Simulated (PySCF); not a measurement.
## trans-[Fe(OH)2(H2O)4]+: what the settings change

trans-[Fe(OH)2(H2O)4]+: Fe(III) (d5), charge +1. The structure is a PBE0-D3(BJ)/def2-SVP geometry optimised for multiplicity 6; coordination octahedral, point group C1, metal–donor distances 1.79–2.18 Å.

```
17

Fe    0.0000    0.0000    0.0000
O     0.1411   -0.0736    1.7790
H     0.6323    0.0569    2.5928
O     0.2838   -0.0511   -1.8422
H    -0.4009   -0.0353   -2.5185
O     2.1393    0.2711   -0.2906
H     2.0910    0.1170   -1.2547
H     2.8982   -0.1963    0.0766
O    -2.1352    0.1002   -0.1293
H    -2.5510    0.8412    0.3320
H    -2.6004   -0.7011    0.1468
O    -0.2064    2.1311   -0.0933
H     0.2737    2.6405    0.5736
H     0.0992    2.4379   -0.9592
O    -0.3738   -2.1128   -0.0638
H    -0.1291   -2.6650    0.6907
H    -0.0966   -2.5566   -0.8768
```

Method (PySCF 2.14, density fitting): CASSCF(5,5) with orbitals averaged over all microstates of the shell, strongly contracted NEVPT2 on the averaged canonical orbitals; basis x2c-TZVPall on the metal, x2c-SVPall elsewhere; spin-free X2C; gas phase; spin-orbit coupling by state interaction with the mean-field operator over all roots.

Base run: NEVPT2 ground state 6A1g-like, next 4T2g-like at 16177, then 4T1g-like at 17135 cm⁻¹, 10Dq(CASSCF) 9024, B(CASSCF) 1146, ζ 433 cm⁻¹, D -0.39 cm⁻¹, g 2.002 2.002 2.002, μeff(300 K) 5.92 μB.

What happens with the basis x2c-TZVPall on all atoms?

NEVPT2 ground state 6A1g-like, next 4T2g-like at 16356, then 4T1g-like at 17311 cm⁻¹, 10Dq(CASSCF) 9084, B(CASSCF) 1147, ζ 433 cm⁻¹, D -0.39 cm⁻¹, g 2.002 2.002 2.002, μeff(300 K) 5.92 μB. It took 49 s against 22 s on a shared host of the same kind.

What happens with orbitals averaged over the highest spin alone?

NEVPT2 ground state 6A1g-like, next 4T1g-like at 19042, then 4T2g-like at 19068 cm⁻¹, 10Dq(CASSCF) 8719, B(CASSCF) 1214, ζ 454 cm⁻¹, D -0.40 cm⁻¹, g 2.002 2.002 2.002, μeff(300 K) 5.92 μB.

NEVPT2 on the d shell alone tends to put d–d bands too high for such charged or covalently bound ions. The geometry optimisation stopped short of its thresholds.
